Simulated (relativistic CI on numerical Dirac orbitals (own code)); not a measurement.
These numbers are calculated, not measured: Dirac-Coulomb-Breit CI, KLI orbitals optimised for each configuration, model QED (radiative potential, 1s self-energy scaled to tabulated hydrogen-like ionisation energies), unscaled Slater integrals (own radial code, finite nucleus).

The strongest absorption lines from the ground level of an ion, among the configurations computed and to levels below about 563 eV (vacuum wavelength in nm, gf): 2.2004 (0.1), 2.5357 (0.73), 2.5571 (0.2), 2.6871 (0.31), 3.0435 (2.5), 3.0918 (0.18), 3.5298 (0.16), 3.5664 (0.093).

Which ion is it?
A. Ca¹⁰⁺
B. Cr¹⁴⁺
C. Ti¹²⁺
D. S⁶⁺

A. Ca¹⁰⁺ has 10 electrons and the ground level 2s2 2p6 1S_0; the strongest line goes to 2s2 2p5 3d 1P°_1. The pattern of lines fixes the number of electrons, and along that sequence the line energies rise steadily with the charge (about as its square where n changes within one kind of shell, about linearly where n is kept but much faster in heavy ions where fine structure, which grows about as Z⁴, sets the gap, and irregularly where shells cross), which fixes Z. Configurations outside the model, such as inner-shell arrays, can give stronger lines. At this charge energies of transitions that change n are usually good to better than 1 %, and those within a shell (Δn = 0) to a few per cent.

LS names give the leading component of a level, which can be under half, so a name can repeat, a term be missing and a line seem to break the LS rules.
